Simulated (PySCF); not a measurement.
## Calculated NMR parameters of [SiH3]c1ccpc(C2CC2)c1

```
Formula                               : C8H11PSi
SMILES                                : [SiH3]c1ccpc(C2CC2)c1
Point group of the computed structure : C1
Carbon signals                        : 7
Proton signals                        : 7
```

Atoms are numbered as in `[SiH3:1][c:2]1[cH:3][cH:4][p:5][c:6]([CH:7]2[CH2:8][CH2:9]2)[cH:10]1`. Hydrogens are named by the atom that carries them. Ha(C8), Ha(C9) are cis to C6 on the ring; Hb(C8), Hb(C9) are trans to C6 on the ring.

- PBE0/pcSseg-1 with gauge-including orbitals
- coordinates at the GFN2-xTB level
- code: PySCF
- no solvent model, a single conformation, relativity neglected, fast rotation and ring inversion assumed for equivalent nuclei

Shifts are taken against calculated references (same method and geometry level): ¹H (σref 31.72) and ¹³C (σref 186.93) and ²⁹Si (σref 349.16) against TMS; ³¹P (σref 318.38) vs H3PO4.

```tsv
carbon	δC, type	δH (multiplicity)	HMBC from (2–3 bonds)	span of the C tensor (ppm)
C2	136.0, C	–	H(C4), H(C10), H(C3), H(Si1)	227
C3	141.9, CH	8.11 (m)	H(C4), H(C10), H(Si1)	241
C4	164.2, CH	9.13 (m)	H(C3)	328
C6	190.0, C	–	H(C4), H(C10), H(C7), Hb(C8)/Hb(C9), Ha(C8)/Ha(C9)	326
C7	25.7, CH	1.97 (m)	H(C10), Hb(C8)/Hb(C9), Ha(C8)/Ha(C9)	93
C8/C9	23.4, CH2	Ha(C8) 1.02 (m); Hb(C8) 1.46 (m)	H(C7), Hb(C8)/Hb(C9), Ha(C8)/Ha(C9)	87
C10	143.2, CH	8.16 (m)	H(C3), H(Si1), H(C7)	223
```

Other nuclei:
| atoms | nucleus | environment | δ (ppm) | σ (ppm) |
| --- | --- | --- | --- | --- |
| H(Si1) | ¹H | hydrogen on a silicon bonded to C | 4.62 | 27.10 |
| P5 | ³¹P | phosphorus bonded to 2 C, in a 6-membered ring | 215.8 | 102.6 |
| Si1 | ²⁹Si | silicon bonded to C, 3 H | -65.5 | 414.6 |

- δC 190.0, 136.0: substituted aromatic carbon.
- δC 164.2, 143.2, 141.9: aromatic CH.
- δC 25.7, 23.4: three-membered-ring carbon; carbons of three-membered rings are unusually shielded.
- δH 9.13, 8.16, 8.11: hydrogen on an aromatic CH; the ring current deshields protons in the ring plane.
- δH 1.97, 1.46, 1.02: hydrogen on a three-membered-ring carbon.

Splittings by ³¹P in the carbon and heteronuclear signals aren't shown, as no couplings were computed. Shifts are as computed. Against solution values, carbons near 30 ppm lie about +3 ppm off and those near 130 ppm about +5 ppm. Of 1211 compounds with measured shifts, 218 miss one by over three times the rms of a fit or turn the order of signals round; such compounds aren't used in these exercises. Experimental scales use liquid or dissolved standards, which lie at an offset from isolated H3PO4. No couplings were computed; multiplicities are counted from neighbouring protons, with m where these are inequivalent, close in shift, in a saturated or five-membered ring or joined by F or P, and br s for small geminal =CH2 splittings.
